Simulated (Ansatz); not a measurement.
Isolated molecules relaxed with PBE0-D4/def2-TZVP in Ansatz; ΔE leaves out vibrations. CBS: MP2 limit from def2 TZ/QZ plus the TZ coupled-cluster correction, frozen cores. DFT in def2-TZVPP. For Ge outer-core shells are correlated without core-valence functions, which leaves a few kJ/mol of doubt a bond. Scalar relativity is left out up to krypton. One conformer a species, not always the lowest.

Consider the redistribution: `[Cl][AlH][GeH3]` + `BC[SiH2]F` → `F[SiH2][AlH][Cl]` + `B[CH2][GeH3]`.

`[Cl][AlH][GeH3]`:

Z-matrix (Å, degrees):
```
Ge
Al 1 2.467
H 1 1.540 2 112.3
H 1 1.540 2 111.0 3 120.5
H 1 1.540 2 111.0 3 -120.5
Cl 2 2.102 1 116.8 3 179.7
H 2 1.580 1 126.7 3 -0.3
```

`BC[SiH2]F`:

Z-matrix (Å, degrees):
```
C
Si 1 1.871
B 1 1.537 2 111.4
H 1 1.096 2 103.5 3 -122.4
H 1 1.096 2 103.5 3 122.4
F 2 1.602 1 107.7 3 -179.6
H 2 1.482 1 111.8 3 -61.9
H 2 1.482 1 111.7 3 62.7
H 3 1.197 1 120.7 2 88.6
H 3 1.197 1 120.7 2 -88.5
```

`F[SiH2][AlH][Cl]`:

Cartesian coordinates in Å:
```
F 0.673 -0.942 1.839
Si -0.076 -1.003 0.417
Al -0.014 1.192 -0.698
Cl 0.954 2.771 0.286
H 0.591 -2.057 -0.398
H -1.474 -1.458 0.665
H -0.654 1.496 -2.112
```

`B[CH2][GeH3]`:

Z-matrix (Å, degrees):
```
C
Ge 1 1.994
B 1 1.526 2 102.4
H 1 1.092 2 103.8 3 -121.8
H 1 1.092 2 104.0 3 121.9
H 2 1.537 1 107.1 3 -177.4
H 2 1.536 1 110.6 3 63.4
H 2 1.536 1 110.9 3 -58.2
H 3 1.199 1 120.6 2 88.2
H 3 1.199 1 120.6 2 -86.8
```

```json
{"species": "`[Cl][AlH][GeH3]`", "revPBE-D4 energy (Eh)": "-2781.83157"}
{"species": "`BC[SiH2]F`", "revPBE-D4 energy (Eh)": "-455.92419"}
{"species": "`F[SiH2][AlH][Cl]`", "revPBE-D4 energy (Eh)": "-1093.73692"}
{"species": "`B[CH2][GeH3]`", "revPBE-D4 energy (Eh)": "-2144.00034"}
```

Task: Work out ΔE.

Result: ΔE = (-1093.73692) + (-2144.00034) − (-2781.83157) − (-455.92419) = 0.01850 Eh = +11.6 kcal/mol. CCSD(T)/CBS gives +12.8 kcal/mol.

Largest T1 diagnostic among the species: 0.011.

Leaving LDA and LC-ωPBE aside and taking each functional with its dispersion term where it has one, the values, not all of them listed here, spread over 2.8 kcal/mol, from revPBE-D4 to ωB97M-V. LDA lies +1.0 kcal/mol from PBE without D4. From BLYP to BHLYP (50 % exact exchange), in def2-TZVPP and without D4, ΔE moves by +1.3 kcal/mol.
